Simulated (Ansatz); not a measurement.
`[F][Ti]([F])([Cl])[SeH]` and `[OH][Ti]([F])([F])[SeH]` differ in one atom or group.

Ansatz, PBE0-D4/def2-TZVP geometries, multiplicity 1. Each molecule was computed in one conformer, which needn't be the lowest.

Scalar relativity is left out up to krypton.

```tsv
property	`[F][Ti]([F])([Cl])[SeH]`
size of the dipole moment (B3LYP/def2-TZVPP) / D	1.06
HOMO–LUMO gap (B3LYP/def2-TZVPP) / eV	4.16
HOMO–LUMO gap (ωB97M-V/def2-TZVPP) / eV	8.81
LUMO energy (PBE/def2-TZVPP) / eV	-4.19
LUMO energy (B3LYP/def2-TZVPP) / eV	-3.53
HOMO energy (PBE0/def2-TZVPP) / eV	-7.92
```

(1) Give the same properties after the change, and the shifts. (Best estimate.)

## Answers

(1) The calculation gave: 
```json
{"property": "size of the dipole moment (B3LYP/def2-TZVPP) / D", "`[OH][Ti]([F])([F])[SeH]`": "2.06", "shift": "1.00"}
{"property": "HOMO–LUMO gap (B3LYP/def2-TZVPP) / eV", "`[OH][Ti]([F])([F])[SeH]`": "4.41", "shift": "0.25"}
{"property": "HOMO–LUMO gap (ωB97M-V/def2-TZVPP) / eV", "`[OH][Ti]([F])([F])[SeH]`": "9.22", "shift": "0.41"}
{"property": "LUMO energy (PBE/def2-TZVPP) / eV", "`[OH][Ti]([F])([F])[SeH]`": "-3.49", "shift": "0.70"}
{"property": "LUMO energy (B3LYP/def2-TZVPP) / eV", "`[OH][Ti]([F])([F])[SeH]`": "-2.84", "shift": "0.69"}
{"property": "HOMO energy (PBE0/def2-TZVPP) / eV", "`[OH][Ti]([F])([F])[SeH]`": "-7.48", "shift": "0.44"}
```

With PBE0 the HOMO rises by 0.44 eV and the LUMO rises by 0.73 eV, so the gap widens by about 0.29 eV. PBE moves the HOMO by 0.45 eV and ωB97M-V by 0.41 eV. Dipoles are sizes alone; their direction can turn.

B3LYP here is the variant with VWN-RPA as its local correlation; programs differ in this.

Spin–orbit coupling is left out; it splits and shifts lone-pair levels of the heavy atoms by tenths of an eV.
